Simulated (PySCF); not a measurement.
SMILES CSC[SiH2]c1cccs1 (C₆H₁₀S₂Si), GFN2-xTB optimised geometry.

```
19

C      2.38    -0.14    -1.49
S      2.04    -1.12     0.00
C      0.22    -1.12     0.00
Si    -0.63     0.59     0.00
C      0.18     1.70     1.27
C      1.16     1.45     2.19
C      1.48     2.56     2.99
C      0.74     3.66     2.69
S     -0.37     3.35     1.41
H      2.11     0.90    -1.31
H      1.82    -0.55    -2.32
H      3.45    -0.22    -1.67
H     -0.05    -1.67     0.90
H     -0.11    -1.70    -0.86
H     -0.52     1.21    -1.33
H     -2.04     0.37     0.32
H      1.64     0.50     2.27
H      2.23     2.55     3.76
H      0.77     4.63     3.13
```

Density from CAM-B3LYP/def2-SVP run with PySCF 2.14.0 at that geometry.

Minimum of the electron density along straight lines between bonded atoms, close to the bond critical point (lines longer than 1.1 times the sum of covalent radii, or with two minima, are not listed):

```json
[
 {"bond": "C1–S2", "length / Å": "1.812", "ρ at the minimum / e bohr⁻³": "0.184", "∇²ρ there / e bohr⁻⁵": "-0.35", "position (fraction from the first atom)": "0.47"},
 {"bond": "S2–C3", "length / Å": "1.821", "ρ at the minimum / e bohr⁻³": "0.178", "∇²ρ there / e bohr⁻⁵": "-0.31", "position (fraction from the first atom)": "0.54"},
 {"bond": "C3–Si4", "length / Å": "1.908", "ρ at the minimum / e bohr⁻³": "0.111", "∇²ρ there / e bohr⁻⁵": "0.31", "position (fraction from the first atom)": "0.62"},
 {"bond": "Si4–C5", "length / Å": "1.869", "ρ at the minimum / e bohr⁻³": "0.114", "∇²ρ there / e bohr⁻⁵": "0.37", "position (fraction from the first atom)": "0.38"},
 {"bond": "C5–C6", "length / Å": "1.365", "ρ at the minimum / e bohr⁻³": "0.320", "∇²ρ there / e bohr⁻⁵": "-0.80", "position (fraction from the first atom)": "0.51"},
 {"bond": "C6–C7", "length / Å": "1.410", "ρ at the minimum / e bohr⁻³": "0.300", "∇²ρ there / e bohr⁻⁵": "-0.76", "position (fraction from the first atom)": "0.50"},
 {"bond": "C7–C8", "length / Å": "1.358", "ρ at the minimum / e bohr⁻³": "0.326", "∇²ρ there / e bohr⁻⁵": "-0.84", "position (fraction from the first atom)": "0.49"},
 {"bond": "C5–S9", "length / Å": "1.740", "ρ at the minimum / e bohr⁻³": "0.209", "∇²ρ there / e bohr⁻⁵": "-0.42", "position (fraction from the first atom)": "0.46"},
 {"bond": "C8–S9", "length / Å": "1.717", "ρ at the minimum / e bohr⁻³": "0.218", "∇²ρ there / e bohr⁻⁵": "-0.49", "position (fraction from the first atom)": "0.47"},
 {"bond": "C1–H10", "length / Å": "1.087", "ρ at the minimum / e bohr⁻³": "0.280", "∇²ρ there / e bohr⁻⁵": "-1.07", "position (fraction from the first atom)": "0.64"},
 {"bond": "C1–H11", "length / Å": "1.086", "ρ at the minimum / e bohr⁻³": "0.279", "∇²ρ there / e bohr⁻⁵": "-1.06", "position (fraction from the first atom)": "0.64"},
 {"bond": "C1–H12", "length / Å": "1.085", "ρ at the minimum / e bohr⁻³": "0.279", "∇²ρ there / e bohr⁻⁵": "-1.07", "position (fraction from the first atom)": "0.64"},
 {"bond": "C3–H13", "length / Å": "1.088", "ρ at the minimum / e bohr⁻³": "0.275", "∇²ρ there / e bohr⁻⁵": "-1.02", "position (fraction from the first atom)": "0.64"},
 {"bond": "C3–H14", "length / Å": "1.089", "ρ at the minimum / e bohr⁻³": "0.275", "∇²ρ there / e bohr⁻⁵": "-1.01", "position (fraction from the first atom)": "0.64"},
 {"bond": "Si4–H15", "length / Å": "1.469", "ρ at the minimum / e bohr⁻³": "0.117", "∇²ρ there / e bohr⁻⁵": "0.32", "position (fraction from the first atom)": "0.49"},
 {"bond": "Si4–H16", "length / Å": "1.467", "ρ at the minimum / e bohr⁻³": "0.117", "∇²ρ there / e bohr⁻⁵": "0.33", "position (fraction from the first atom)": "0.49"},
 {"bond": "C6–H17", "length / Å": "1.075", "ρ at the minimum / e bohr⁻³": "0.287", "∇²ρ there / e bohr⁻⁵": "-1.14", "position (fraction from the first atom)": "0.65"},
 {"bond": "C7–H18", "length / Å": "1.075", "ρ at the minimum / e bohr⁻³": "0.284", "∇²ρ there / e bohr⁻⁵": "-1.10", "position (fraction from the first atom)": "0.64"},
 {"bond": "C8–H19", "length / Å": "1.072", "ρ at the minimum / e bohr⁻³": "0.286", "∇²ρ there / e bohr⁻⁵": "-1.13", "position (fraction from the first atom)": "0.65"}
]
```
